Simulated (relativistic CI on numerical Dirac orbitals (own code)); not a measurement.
**Hyperfine structure of Zr⁴⁺, mass number 91**

Calculated at this level of theory: Dirac-Coulomb-Breit CI, orbitals from a KLI potential per configuration, model QED (radiative potential, 1s self-energy scaled to tabulated hydrogen-like ionisation energies), valence Slater integrals scaled by 0.85, P86 correlation energy added to each configuration (own radial code, finite nucleus).

CI space (outside the closed core [Ar] 3d10): 4s²4p⁶, 4s²4p⁵4d, 4s²4p⁵4f, 4s4p⁶4d, 4s²4p⁵5s, 4s²4p⁵5p, 4s4p⁶4f, 4s²4p⁵5d, 4s²4p⁵6s, 4s²4p⁵6p, 4s²4p⁵5f, 4s²4p⁵6d, 4s²4p⁵5g, 4p⁶4d², 4p⁵4d³, 4p⁵4d²4f, 4p⁵4d²5s, 4p⁵4d²5p. Double excitations out of closed p, d and f shells are left out; levels of such configurations are missing from the list, as are those of other unlisted configurations, and high levels can miss mixing partners. These lack a partner that the ground configuration has and come out too high: 4s²4p⁵5d, 4s²4p⁵6s, 4s²4p⁵6p, 4s²4p⁵5f, 4s²4p⁵6d.

Nuclear spin I = 5/2, μ = -1.3022 μN, Q = -0.176 b (tables of Stone and Pyykkö). The electronic factors are computed for point nuclear moments, without core polarisation; leaving it out makes A of s and p electrons in near-neutral atoms 20 to 40 % too small, and it can dominate for d and f shells.

```tsv
Level	E (cm⁻¹)	A (MHz)	B (MHz)
4s²4p⁵4d ³P°1	244834.3	-20.49	-74.9
4s²4p⁵4d ³P°2	249190.8	128.8	-96.8
4s²4p⁵4d ³F°4	251618.9	-537.1	664
4s²4p⁵4d ³F°3	254304.4	-827.9	692
4s²4p⁵4d ³F°2	258272.9	-1168	504
4s²4p⁵4d ³D°3	266814.1	-448.1	-274
4s²4p⁵4d ³D°1	272903.4	254.8	-230
4s²4p⁵4d ³D°2	276234.7	470.4	-433
```

Levels with J = 0, under 50 % of one LS term, or S terms without an open s electron are left out. Small factors come from cancelling terms and can be off by tens of per cent or more.

At this charge configurations can still be misplaced by up to about 7 % of their energy. 48 of the 69 excited levels that our extract of the measured tables holds in this range could be paired (the sources list more); they are missed by 4944 cm⁻¹ on average and 57271 at most, and levels without a partner can miss by more.

Q: Give the hyperfine levels of 4s²4p⁵4d ³F°4 relative to its centre of gravity.

A: With K = F(F + 1) − I(I + 1) − J(J + 1), E = AK/2 + B[¾K(K + 1) − I(I + 1)J(J + 1)]/[2I(2I − 1)J(2J − 1)]: F = 3/2: 7040, F = 5/2: 5501, F = 7/2: 3422, F = 9/2: 877.2, F = 11/2: -2038, F = 13/2: -5205 MHz.

LS names give the leading component of a level, which can be under half, so a name can repeat, a term be missing and a line seem to break the LS rules.
